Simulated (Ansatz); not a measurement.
The same ligand exchange along the group B, Al, In.

Computed with Ansatz on PBE0-D4/def2-TZVP structures; ΔE is electronic, products minus reactants. CCSD(T)/CBS adds triple-zeta CCSD(T) − MP2 to the extrapolated MP2 energy (def2 sets, frozen cores). DFT in def2-TZVPP. Elements past krypton have def2 core potentials. For Br, In outer-core shells are correlated without core-valence functions, which leaves a few kJ/mol of doubt a bond. Scalar relativity is left out up to krypton. One conformer a species, not always the lowest.

```json
{"reaction": "`[SiH3]OB(S)Cl` + HBr → `[SiH3]Br` + `OB(S)Cl`", "CCSD(T)/CBS(def2) (kJ/mol)": "?"}
{"reaction": "`[SiH3][O][Al]([SH])[Cl]` + HBr → `[SiH3]Br` + `[OH][Al]([SH])[Cl]`", "CCSD(T)/CBS(def2) (kJ/mol)": "16"}
{"reaction": "`[SiH3][O][In]([SH])[Cl]` + HBr → `[SiH3]Br` + `[OH][In]([SH])[Cl]`", "CCSD(T)/CBS(def2) (kJ/mol)": "10"}
```

Question: Fill in the missing values. (Best estimate.)

Answer: The calculation gave: `[SiH3]OB(S)Cl` + HBr → `[SiH3]Br` + `OB(S)Cl`: -7.6 kJ/mol.

Largest T1 diagnostic: 0.015, for `[OH][In]([SH])[Cl]`.
